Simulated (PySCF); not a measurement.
CH₇ClOSi₂, SMILES C[SiH2][Si@@H](O)Cl. Geometry: ωB97X-D3(BJ)/def2-SVP. The structure was generated by enumeration; whether it is a known compound was not checked. Other conformers were not sampled.

Computed equilibrium geometry at ωB97X-D3(BJ)/def2-SVP (PySCF confirms it by a frequency run) as bond lengths and angles (one conformer of several):
Atoms: C1 Si2 Si3 O4 Cl5 H6 H7 H8 H9 H10 H11 H12. Bonded distances (Å): C1–Si2 1.884, C1–H6 1.101, C1–H7 1.101, C1–H8 1.101, Si2–Si3 2.321, Si2–H9 1.494, Si2–H10 1.493, Si3–O4 1.665, Si3–Cl5 2.080, Si3–H11 1.492, O4–H12 0.964. Bond angles (°): Si2–C1–H6 111.3, Si2–C1–H7 109.7, Si2–C1–H8 110.9, H6–C1–H7 108.5, H6–C1–H8 108.2, H7–C1–H8 108.1, C1–Si2–Si3 109.9, C1–Si2–H9 111.4, C1–Si2–H10 111.2, Si3–Si2–H9 108.6, Si3–Si2–H10 107.2, H9–Si2–H10 108.4, Si2–Si3–O4 106.0, Si2–Si3–Cl5 108.7, Si2–Si3–H11 115.9, O4–Si3–Cl5 110.6, O4–Si3–H11 110.4, Cl5–Si3–H11 105.3, Si3–O4–H12 117.7.
